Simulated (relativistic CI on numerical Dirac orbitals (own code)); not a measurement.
Crystal-field levels of Os5+, 5d3

Calculated by Dirac-Coulomb-Breit CI, KLI orbitals optimised for each configuration, a model potential for QED, valence Slater integrals scaled by 0.8, one configuration in a parametric crystal field (own radial code).

Field parameters in Wybourne normalisation: D4h B²₀ = −7Ds, B⁴₀ = 21(Dq − Dt), B⁴₄ = 21√(5/14) Dq; Oh B⁴₀ = 21Dq, B⁴₄ = √(5/14) B⁴₀. The field is a parameter set, without covalency.

S and J are read from ⟨S²⟩ = S(S + 1) and ⟨J²⟩ = J(J + 1) of each level; they are not fictitious spins.

D4h, 10Dq = 33100, Ds = 1780, Dt = -190 cm⁻¹, the lowest 16 levels:

| E (cm⁻¹) | Degeneracy | Irrep | S | J |
| --- | --- | --- | --- | --- |
| 0.0 | 2 | Γ7 | 1.43 | 3.13 |
| 156 | 2 | Γ6 | 1.45 | 3.12 |
| 10239 | 2 | Γ7 | 0.64 | 3.74 |
| 13193 | 2 | Γ6 | 0.61 | 3.59 |
| 15078 | 2 | Γ7 | 0.57 | 3.77 |
| 15683 | 2 | Γ6 | 0.54 | 3.76 |
| 16353 | 2 | Γ6 | 0.56 | 3.95 |
| 25350 | 2 | Γ7 | 0.67 | 3.63 |
| 27673 | 2 | Γ6 | 0.67 | 3.57 |
| 30585 | 2 | Γ7 | 0.79 | 3.79 |
| 34020 | 2 | Γ7 | 1.42 | 3.03 |
| 34248 | 2 | Γ6 | 1.44 | 2.38 |
| 34616 | 2 | Γ7 | 1.43 | 3.06 |
| 35110 | 2 | Γ7 | 1.31 | 3.11 |
| 35228 | 2 | Γ6 | 1.45 | 3.51 |
| 37522 | 2 | Γ6 | 1.41 | 3.67 |

Principal g values of the ground doublet: 1.18, 3.04, 3.04.

Oh, 10Dq = 32300 cm⁻¹, the lowest 10 levels:

```csv
E (cm⁻¹),Degeneracy,Irrep,S,J
0.0,4,Γ8,1.45,3.10
13275,4,Γ8,0.63,3.78
15231,4,Γ8,0.54,3.81
16479,2,Γ6,0.55,3.47
25112,2,Γ7,0.69,3.59
26853,4,Γ8,0.72,3.77
32508,2,Γ7,1.43,3.14
33550,4,Γ8,1.39,3.06
34157,4,Γ8,1.41,3.30
35182,2,Γ6,1.45,3.46
```

D4h, 10Dq = 40750, Ds = 590, Dt = 1050 cm⁻¹, the lowest 16 levels:

```tsv
E (cm⁻¹)	Degeneracy	Irrep	S	J
0.0	2	Γ6	1.44	3.15
21.2	2	Γ7	1.46	3.10
11868	2	Γ6	0.63	3.74
14088	2	Γ7	0.61	3.81
15052	2	Γ7	0.53	3.86
15191	2	Γ6	0.56	3.79
16427	2	Γ6	0.56	3.55
25424	2	Γ7	0.66	3.56
26283	2	Γ7	0.80	3.70
28958	2	Γ6	0.66	3.74
31107	2	Γ7	1.40	3.06
32387	2	Γ7	1.34	3.43
32837	2	Γ6	1.41	3.21
34511	2	Γ6	1.39	3.68
40580	2	Γ7	1.44	2.77
41352	2	Γ6	1.29	3.19
```

Principal g values of the ground doublet: 0.16, 0.16, 4.74.

The free-ion ground term has S = 3/2. Every field shown keeps that spin.

Levels of this model without a field, named by their leading LS term (the scale mimics covalency, so terms lie below those of the real free ion): 4F_3/2 0, 4F_5/2 5885, 4F_7/2 10655, 4F_9/2 13769, 4P_3/2 14263, 4P_1/2 16429, 2G_7/2 21755, 2H_9/2 22522 cm⁻¹.
